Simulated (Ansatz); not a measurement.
Computed with Ansatz on PBE0-D4/def2-TZVP structures; ΔE is electronic, products minus reactants. CCSD(T)/CBS adds triple-zeta CCSD(T) − MP2 to the extrapolated MP2 energy (def2 sets, frozen cores). This one scheme is used for every species. Functionals use def2-TZVPP. Each species was taken in one conformer, which may not be the lowest.

Reaction (redistribution): `COB(C)F` + `CO[SiH2]N` → `COB(C)OC` + `N[SiH2]F`

| species | PBE0-D4 energy (Eh) |
| --- | --- |
| `COB(C)F` | -279.66594 |
| `CO[SiH2]N` | -461.61693 |
| `COB(C)OC` | -294.90804 |
| `N[SiH2]F` | -446.38705 |

(1) Work out ΔE.

Largest T1 diagnostic among the species: 0.012.

## Answers

(1) ΔE = (-294.90804) + (-446.38705) − (-279.66594) − (-461.61693) = -0.01222 Eh = -0.33 eV. CCSD(T)/CBS gives -0.38 eV.

In def2-TZVPP, CCSD(T) changes the Hartree–Fock value by −0.04 eV (the triples alone add −0.01 eV) and MP2 by −0.05 eV.
